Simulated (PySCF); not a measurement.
The vertical singlet excitations below were computed for one of the candidates. Method used: TDDFT wB97X-D/def2-SVPD, vertical, gas phase, core orbitals frozen in the response in PySCF. Geometries: PBE0-D3(BJ)/def2-SVP, one conformer each.

```tsv
state	ν̃ (cm⁻¹)	f	main configurations (H = HOMO, L = LUMO)
S1	61390	0.038	H→L (89%)
S2	64180	0.0000	H-5→L (68%), H-3→L (14%), H-4→L (8%)
S3	65940	0.0008	H→L+5 (28%), H→L+3 (26%), H-1→L (26%)
S4	66600	0.022	H-1→L (54%), H→L+3 (14%), H→L+5 (14%)
S5	68260	0.0034	H-2→L (50%), H→L+1 (15%), H-7→L (12%)
S6	68950	0.022	H-7→L (49%), H→L+1 (31%)
S7	69130	0.0099	H→L+1 (35%), H-2→L (22%), H-7→L (18%)
S8	70380	0.0069	H→L+2 (56%), H→L+4 (23%)
S9	71370	0.020	H-1→L+1 (73%)
S10	72300	0.0074	H-1→L+3 (61%), H-1→L+5 (24%)
```

Triplets computed (Tamm–Dancoff): 7.52, 7.58, 7.77, 8.15 eV.

Question: Which structure fits? All have the formula C6H13BO2.
A. `C/C=C\CB(OC)OC`
B. `CC/C=C/B(OC)OC`
C. `OB(O)C1CCCCC1`
D. `CC/C=C\B(OC)OC`

Answer: C. Its S1, at 7.61 eV, is the highest among the candidates; the nearest of the others has S1 at 6.56 eV. S1 is HOMO→LUMO (89%). Löwdin shares by element: HOMO carbon 40% or more, boron 11% (atoms not listed hold the other 48%); LUMO boron 40%, oxygen 33%, hydrogen 10% or more (atoms not listed hold the other 17%). At the same level the other candidates give, for their lowest levels:
- `C/C=C\CB(OC)OC`: 6.56 eV (f 0.006); 6.98 eV (f 0.400); 7.20 eV (f 0.022); 7.34 eV (f 0.026); 7.60 eV (f 0.009); T1 4.28 eV; HOMO -8.38, LUMO 1.84 eV
- `CC/C=C\B(OC)OC`: 6.31 eV (f 0.408); 6.49 eV (f 0.057); 7.19 eV (f 0.093); 7.28 eV (f 0.048); 7.57 eV (f 0.003); T1 3.99 eV; HOMO -9.13, LUMO 1.20 eV
- `CC/C=C/B(OC)OC`: 6.34 eV (f 0.516); 6.65 eV (f 0.001); 7.18 eV (f 0.121); 7.27 eV (f 0.044); 7.53 eV (f 0.001); T1 4.01 eV; HOMO -9.11, LUMO 1.24 eV

Without π bonds the low states are Rydberg-like; a valence basis with one diffuse set may place them up to an eV too high.
